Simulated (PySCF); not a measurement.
**What PySCF settings do for InI**

Base input, run as `OMP_NUM_THREADS=1 python input.py` with PySCF 2.14:

```python
from pyscf import gto, dft
from pyscf.geomopt.geometric_solver import optimize

mol = gto.M(
    atom='In 0 0 0; I 0 0 2.43',
    basis='sbkjc',
    ecp={'In': 'sbkjc', 'I': 'sbkjc'},
    charge=0,
    spin=0,
    verbose=4,
)
mf = dft.RKS(mol, xc='hse06')
mf.kernel()
g = mf.nuc_grad_method()
g.grid_response = True
mol_eq = optimize(g.as_scanner(), maxsteps=30)
print('optimised geometry (angstrom)')
print(mol_eq.tostring('raw'))
print('orbital energies (hartree):', mf.mo_energy[..., max(0, mol.nelec[1]-3):mol.nelec[0]+3].round(4))
```

Base result: E(SCF) = -200.643171 Eh, 11 cycles, all at the start geometry; optimised bond 2.822 Å with E = -200.672420 Eh after 7 steps. The last line lists the levels of the start geometry. Stability towards an unrestricted solution was not tested.

It ran on Intel Xeon Platinum 8488C (1 thread, shared host) in 21 s, peak memory 0.28 GiB.

Each row names what differs from the base; energies in brackets are changes from the base.

| change | result | wall time (s) |
| --- | --- | --- |
| convergence threshold: default → 1e-07 | E(SCF) = -200.643171 Eh (+0.0000 eV), 10 cycles, all at the start geometry; optimised bond 2.822 Å with E = -200.672420 Eh after 7 steps | 19 |
| electric field along z (a.u.): none → 0.05; step after the SCF: optimize → analyze | E(SCF) = -200.731979 Eh (-2.4166 eV), 12 cycles, μz(SCF) = 11.11 D | 2.7 |
| smearing width (hartree): none → 0.05; step after the SCF: optimize → none | E(SCF) = -200.518233 Eh (+3.3997 eV), 14 cycles, μz(SCF) = -0.23 D | 3.3 |
| Cartesian functions: off → on | E(SCF) = -200.645252 Eh (-0.0566 eV), 12 cycles, all at the start geometry; optimised bond 2.819 Å with E = -200.674271 Eh after 7 steps | 21 |
| functional: hse06 → wb97x | E(SCF) = -200.652017 Eh, 12 cycles, all at the start geometry; optimised bond 2.805 Å with E = -200.679786 Eh after 7 steps | 18 |
| functional: hse06 → b3lyp5 | E(SCF) = -200.593648 Eh, 11 cycles, all at the start geometry; optimised bond 2.854 Å with E = -200.626322 Eh after 7 steps | 14 |
| integration grid: default → 2 | E(SCF) = -200.643158 Eh (+0.0003 eV), 11 cycles, all at the start geometry; optimised bond 2.822 Å with E = -200.672422 Eh after 7 steps | 18 |

Task: Order these changes by how far they move the SCF energy from the base, largest first: (1) Cartesian functions: off → on; (2) convergence threshold: default → 1e-07; (3) electric field along z (a.u.): none → 0.05; step after the SCF: optimize → analyze; (4) integration grid: default → 2.

Result: (3) -2.4166 eV, (1) -0.0566 eV, (4) +0.0003 eV, (2) +0.0000 eV.
